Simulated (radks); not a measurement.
Problem. The aluminium ion Al3+, [Ne]. Calculated with a radial shooting solver on a logarithmic mesh with Libxc functionals: non-relativistic Kohn-Sham, LDA (Slater exchange, Perdew-Wang correlation), spin-polarised, spherical densities, point nucleus. Every spin shell is full or empty, so the densities are truly spherical. Functionals are evaluated on that one density, not self-consistently. Rank these exchange functionals by their error against the exact value of the orbitals, and give that value: LDA, B88, PBEsol, RPBE, PW86, OPTX, AM05, B86b, EV93, APBE, TPSS, revTPSS, Tao-Mo, TASK.

Solution. Exact: -17.3661 hartree. From best to worst, with 100 (|E| - |E exact|)/|E exact| (equal figures are ties): OPTX +0.01, B88 -0.01, Tao-Mo -0.03, B86b +0.04, RPBE +0.06, TPSS +0.30, revTPSS -0.31, PW86 +0.51, APBE +0.56, EV93 +1.56, TASK -2.47, PBEsol -3.74, AM05 -7.36, LDA -8.60.
